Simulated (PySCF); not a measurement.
# Two-component Hartree-Fock for Yb⁶⁰⁺ (ytterbium, charge +60)

Start: [Ne]. Calculated with PySCF 2.14 in an uncontracted even-tempered set (17 s from 42 bohr⁻², ratio 2.4; 13 p from 55 bohr⁻², ratio 2.4; 5 d from 200 bohr⁻², ratio 2.6; 4 f from 290 bohr⁻², ratio 2.6): generalised Hartree-Fock with the X2C-1e Hamiltonian and a Gaussian nucleus; one run each with spin-orbit coupling (SO) switched off, then screened by Boettger's factors.

```tsv
spinor shell	electrons	ε, spin-free (eV)	ε, screened SO (eV)	weight of nominal j (screened SO)	rms radius, screened SO (bohr)
1s1/2	2	-66739.8	-66728.3	1.000	0.0223
2s1/2	2	-15331.2	-15328.3	1.000	0.0884
2p1/2	2	-14118.9	-14890.9	1.000	0.0752
2p3/2	4	-14118.9	-13801.2	1.000	0.0817
```

```tsv
quantity	spin-free	screened SO
E (hartree)	-9777.70779	-9788.23118
M_J	0	0
⟨J²⟩	0.000	0.000
⟨L²⟩	0.000	0.026
⟨S²⟩	0.000	0.026
```

Breit and QED terms are absent; they matter most for the inner s and p1/2 levels.

Densities and radii are taken from the X2C orbitals without a picture-change correction, which distorts them close to the nucleus.

Without spin-orbit coupling the j labels of p, d and f shells carry no meaning; the spin-free column gives the mean over the occupied spinors of each nl shell.
